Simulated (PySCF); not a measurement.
PySCF 2.14 output of an unrestricted BHandHLYP calculation on a single atom or ion in dyall-av3z (25s18p5d4f, 132 functions), with no relativity, point nucleus:

```
SCF conv_tol = 1e-09
number electrons alpha = 11  beta = 9
    A. D. Becke.,  J. Chem. Phys. 98, 1372 (1993)
    Defined through Gaussian implementation.
cycle= 1 E= -677.442359881422  delta_E= -0.00433  |g|= 0.0159  |ddm|= 0.834
cycle= 2 E= -677.442451149001  delta_E= -9.13e-05  |g|= 0.00587  |ddm|= 0.317
cycle= 3 E= -677.442463068143  delta_E= -1.19e-05  |g|= 0.000919  |ddm|= 0.116
cycle= 4 E= -677.442465898572  delta_E= -2.83e-06  |g|= 0.000216  |ddm|= 0.0891
cycle= 5 E= -677.442466516538  delta_E= -6.18e-07  |g|= 5.55e-05  |ddm|= 0.0537
cycle= 6 E= -677.442466971396  delta_E= -4.55e-07  |g|= 0.00016  |ddm|= 0.0168
cycle= 7 E= -677.442466615328  delta_E= 3.56e-07  |g|= 5.97e-05  |ddm|= 0.00298
cycle= 8 E= -677.442466561803  delta_E= 5.35e-08  |g|= 6.69e-07  |ddm|= 0.00396
cycle= 9 E= -677.44246656182  delta_E= -1.65e-11  |g|= 1.03e-06  |ddm|= 6.74e-05
converged SCF energy = -677.44246656182  <S^2> = 2.0000361  2S+1 = 3.0000241
```

The run itself started from symmetry-adapted Hartree-Fock orbitals and held the occupation by maximum overlap, on a logarithmic radial grid, so the iterations belong to that start.

Task: Which element, charge and spin multiplicity is this?

Result: Ca (calcium, neutral), multiplicity 3; the state was [Ar] 4s1 5s1, high-spin 3S determinant (an excited configuration).

The outer electron is Rydberg-like, and this basis confines it to a smaller radius and binds it less than a complete one would.
